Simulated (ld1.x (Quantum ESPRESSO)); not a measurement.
## u(r) = r·R(r): atom against pseudo-atom (calcium (Ca))

Columns: radius, all-electron u(r) and pseudo u(r) of the 4s shell (level -14.41 eV) of calcium in the configuration [Ne] 3s2 3p6 3d0 4s0 4p0; LDA (PZ), scalar-relativistic, PAW scheme, ld1.x (Quantum ESPRESSO) 7.5.

| r (bohr) | all-electron | pseudo |
| --- | --- | --- |
| 0.105 | -0.0100 | 0.2060 |
| 0.210 | -0.1906 | 0.3975 |
| 0.315 | -0.1639 | 0.5610 |
| 0.420 | -0.0278 | 0.6862 |
| 0.525 | 0.1238 | 0.7659 |
| 0.630 | 0.2431 | 0.7972 |
| 0.735 | 0.3139 | 0.7814 |
| 0.840 | 0.3366 | 0.7232 |
| 0.945 | 0.3188 | 0.6306 |
| 1.050 | 0.2703 | 0.5130 |
| 1.155 | 0.2008 | 0.3807 |
| 1.260 | 0.1183 | 0.2435 |
| 1.365 | 0.0295 | 0.1096 |
| 1.470 | -0.0608 | -0.0149 |
| 1.575 | -0.1489 | -0.1265 |
| 1.680 | -0.2321 | -0.2235 |
| 1.785 | -0.3088 | -0.3068 |
| 1.890 | -0.3777 | -0.3778 |
| 1.995 | -0.4384 | -0.4386 |
| 2.100 | -0.4907 | -0.4907 |
| 2.205 | -0.5344 | -0.5344 |
| 2.310 | -0.5701 | -0.5701 |
| 2.415 | -0.5981 | -0.5981 |
| 2.520 | -0.6189 | -0.6189 |
| 2.625 | -0.6332 | -0.6332 |
| 2.730 | -0.6415 | -0.6415 |

(1) How many radial nodes do the two functions have?

(2) At about which radius was the pseudo-wave matched?

(3) Is the pseudo-wave norm-conserving?

## Answers

(1) The all-electron 4s function has n − l − 1 = 3 (the table is too coarse to show those close to the nucleus); the pseudo-wave has 1, since 1 lower shell of the same l stays in the valence.

(2) 2.10 bohr. The columns agree to 0.0005 from 1.89 bohr on; several derivatives are matched, so the curves merge somewhat inside the radius.

(3) No, it belongs to a PAW set: the norm inside the radius is not constrained, and the difference is carried by the augmentation charge.
